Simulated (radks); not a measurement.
Q: Successive ionisation energies (eV) of one element, from differences of total energies of ions in their ground configurations, starting at charge 44: 2345.0, 2405.7, 2566.5, 2627.2, 4374.9, 4508.1, 4642.7, 4778.8, 4916.3, 5055.2, 5283.7, 5428.5, 5574.6, 5722.1, 6126.2, 6253.8, 6381.9, 6510.2, 7062.1, 7199.9, 7496.3, 7623.4. All-electron calculation, Dirac Kohn-Sham, PBE, spin-unpolarised, spherical densities, finite nucleus; open shells fill j = l - 1/2 first; Fermi nuclear charge, rms radius 5.4126 fm. Program: a radial shooting solver on a logarithmic mesh with Libxc functionals. Which element is it?

A: Osmium (Z = 76). The first species listed is Os44+ in [Ar] 3d10 4s2 4p2, the last Os65+ in [Ne] 3s1.
